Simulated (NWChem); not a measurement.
System: AlH$_{3}$O; SMILES [OH][AlH2]

Program: NWChem. Pople sets run with spherical d functions. The geometry was optimised at PBE0/def2-SVP. Ions are spin-unrestricted doublets at the neutral geometry; other ion states weren't tried.

For level r2SCAN/6-31+G*:

```
Quantity                               Result
-------------------------------------  ------
vertical ionisation energy, ΔSCF (eV)   10.68
−ε(HOMO) (eV)                            7.38
```

Question: How do the values read with level M06-2X/6-31+G* instead?

Answer: 
- vertical ionisation energy, ΔSCF (eV): 11.12
- −ε(HOMO) (eV): 9.60
